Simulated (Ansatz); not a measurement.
`[SiH3][N]([SiH3])[Zn][Cl]` + `FBOC(F)(F)F` → `[F][Zn][N]([SiH3])[SiH3]` + `FC(F)(F)OBCl`  (redistribution)

Program: Ansatz. Geometries: PBE0-D4/def2-TZVP. ΔE: electronic, gas phase. CCSD(T)/CBS is the MP2 limit (def2-TZVPP, def2-QZVPP) plus CCSD(T) − MP2 in def2-TZVPP, frozen cores. DFT in def2-TZVPP. B3LYP here is the variant with VWN-RPA as its local correlation; programs differ in this. For Zn outer-core shells are correlated without core-valence functions, which leaves a few kJ/mol of doubt a bond. Scalar relativity is left out up to krypton. Each species was taken in one conformer, which may not be the lowest.

```
             level  ΔE (kJ/mol)  difference from CCSD(T)/CBS
            PBE-D4        113.3                        -10.1
          B3LYP-D4        123.7                          0.3
           ωB97X-V        121.9                         -1.5
           ωB97M-V        125.3                          1.9
            B2PLYP        123.1                         -0.3
            r2SCAN        122.4                         -1.0
              PBE0        124.4                          1.0
             B3LYP        123.7                          0.3
     HF/def2-TZVPP        148.6                         25.2
    MP2/def2-TZVPP        121.4                         -2.0
SCS-MP2/def2-TZVPP        121.7                         -1.7
   CCSD/def2-TZVPP        126.6                          3.2
CCSD(T)/def2-TZVPP        123.4                          0.0
     HF/def2-QZVPP        146.3                         22.9
     MP2/CBS(def2)        121.3                         -2.1
    CCSD/CBS(def2)        126.6                          3.2
       CCSD(T)/CBS        123.4                            0
```

Largest T1 diagnostic among the species: 0.016.

From PBE to PBE0 (25 % exact exchange), in def2-TZVPP and without D4, ΔE moves by +11.1 kJ/mol. In def2-TZVPP, CCSD(T) changes the Hartree–Fock value by −25.2 kJ/mol (the triples alone add −3.2 kJ/mol) and MP2 by −27.3 kJ/mol.

CCSD(T)/CBS has its own doubt, a few kJ/mol and more with outer-core shells, so smaller differences from it don't rank the levels.
